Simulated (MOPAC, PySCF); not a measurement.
H6AlN3, SMILES `[NH2][Al]([NH2])[NH2]`, neutral singlet in the gas phase. 

Cartesian coordinates (Å):
```xyz
10

N     -1.6702    -0.5972    -0.0431
Al     0.0000     0.0000     0.0001
N      0.3180     1.7455     0.0112
N      1.3521    -1.1484     0.0327
H     -1.9478    -1.5486     0.1338
H     -2.4792    -0.0340    -0.2490
H     -0.3738     2.4572     0.1803
H      1.2169     2.1694    -0.1513
H      1.2764    -2.1343    -0.1572
H      2.3075    -0.9096     0.2426
```
Charge 0, spin multiplicity 1.

All levels are single points at this geometry (B3LYP-D3(BJ)/def2-TZVP); Pople sets use spherical d functions. Orbital energies aren't observables, and empty levels follow the basis.

B3LYP/6-311+G** in PySCF gives HOMO (eV) = -6.60.

Task: Estimate the HOMO (eV) from each of these levels: PBE-D3(BJ)/def2-TZVP in PySCF; TPSSh-D3(BJ)/def2-TZVP in PySCF; B3LYP/6-31G* in PySCF; B3LYP/LANL2DZ in PySCF; BP86/6-31G* in PySCF; HF/3-21G in PySCF; PM3 in MOPAC; PM6 in MOPAC.

Result: 
```
level                            HOMO (eV)
-------------------------------  ---------
PBE-D3(BJ)/def2-TZVP in PySCF        -5.28
TPSSh-D3(BJ)/def2-TZVP in PySCF      -5.92
B3LYP/6-31G* in PySCF                -5.98
B3LYP/LANL2DZ in PySCF               -6.15
BP86/6-31G* in PySCF                 -4.87
HF/3-21G in PySCF                    -9.65
PM3 in MOPAC                         -8.47
PM6 in MOPAC                         -8.63
```
